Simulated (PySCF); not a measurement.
NbO₂: from structure and modes to constants

All numbers come from PySCF, UPBE, basis Nb def2-TZVP with ECP28, O def2-TZVP (scalar-relativistic core potentials, no spin–orbit coupling, density fitting).

The doublet minimum has C2v symmetry. Masses (u): Nb 92.90638, O 15.99492.

```xyz
3
charge 0 multiplicity 2, angstrom
Nb    0.0000    0.0000   -0.2699
O     1.3587    0.0000    0.7857
O    -1.3587    0.0000    0.7857
```

Harmonic wavenumbers (cm⁻¹): 352.2 (a1, ×1), 935.4 (b2, ×1), 983.2 (a1, ×1).

**Question.** Find the principal moments of inertia and the rotational constants. What kind of rotor is it?

**Answer.** About the centre of mass I = 26.516, 59.058, 85.574 u Å². With B = 16.8576/I this gives 0.6358, 0.2854, 0.197 cm⁻¹. The molecule is an asymmetric top with κ = -0.60.

**Question.** What is the harmonic zero-point energy?

**Answer.** Half the sum of all 3 wavenumbers, 2271/2 = 1135 cm⁻¹, which is 13.6 kJ/mol (1 cm⁻¹ = 0.0119627 kJ/mol).

**Question.** Find the vibrational entropy and heat capacity at 298.15 K.

**Answer.** With u = 1.43878 ω/T, each mode gives S = R[u/(eᵘ−1) − ln(1−e⁻ᵘ)] and C = R u² eᵘ/(eᵘ−1)².
| ω (cm⁻¹) | u | S (J/(mol K)) | C (J/(mol K)) |
| --- | --- | --- | --- |
| 352.2 | 1.700 | 4.84 | 6.57 |
| 935.4 | 4.514 | 0.51 | 1.90 |
| 983.2 | 4.745 | 0.42 | 1.66 |
The sums over all modes are S = 5.8 and C = 10.1 J/(mol K); the softest mode gives 84 % of the entropy.

**Question.** Give the standard entropy (298.15 K, 1 bar) by its translational, rotational, vibrational and spin parts, and Cp.

**Answer.** Sackur–Tetrode with M = 124.90 u gives 169.1; rotation with symmetry number 2 gives 91.8; vibration 5.8; spin R ln 2 = 5.8. The total is 272.4 J/(mol K), and Cp = 4 R + 10.1 = 43.4 J/(mol K).

This need not be the most stable arrangement of these atoms. With open d or f shells other occupations or spin states may lie lower.
